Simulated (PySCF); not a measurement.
Worked example: chemical shift, span and skew from a shielding tensor

Ti(Me)(H)3 (CH6Ti), SMILES [CH3][TiH3], multiplicity 1. Atoms are numbered in the order given.

```xyz
8

Ti     0.0000     0.0000     0.5257
C      0.0000     0.0000    -1.5108
H      0.8958    -0.5172    -1.8700
H      0.0000     1.0344    -1.8700
H     -0.8958    -0.5172    -1.8700
H      1.4102     0.8142     1.0368
H     -1.4102     0.8142     1.0368
H      0.0000    -1.6283     1.0368
```

Geometry optimised at B3LYP-D3(BJ)/def2-TZVP. A frequency run showed that this geometry is not a minimum. The multiplicity is an assumed one; other spin states were not compared.

GIAO shieldings from PySCF with PBE/pcSseg-1, non-relativistic, no solvent. The symmetric part of the tensor of C2 has the principal values 23.2, 23.2, 171.1 ppm. The same nucleus in TMS has σ = 182.0 ppm at this level (PySCF, at its B3LYP-D3(BJ)/def2-TZVP geometry).

Question: Work out the isotropic shielding, the ¹³C shift against TMS, the span and the skew.

Answer: 
σ(iso) = (σ11 + σ22 + σ33)/3 = 72.5 ppm. δ = σ(ref) − σ(iso) = 182.0 − (72.5) = 109.5 ppm.
Span Ω = σ33 − σ11 = 147.9 ppm. Skew κ = 3(σ(iso) − σ22)/Ω = 1.00, an axial tensor. Tumbling in solution averages the tensor to δ; in a static solid the shielding alone would spread this spin-1/2 line over Ω.
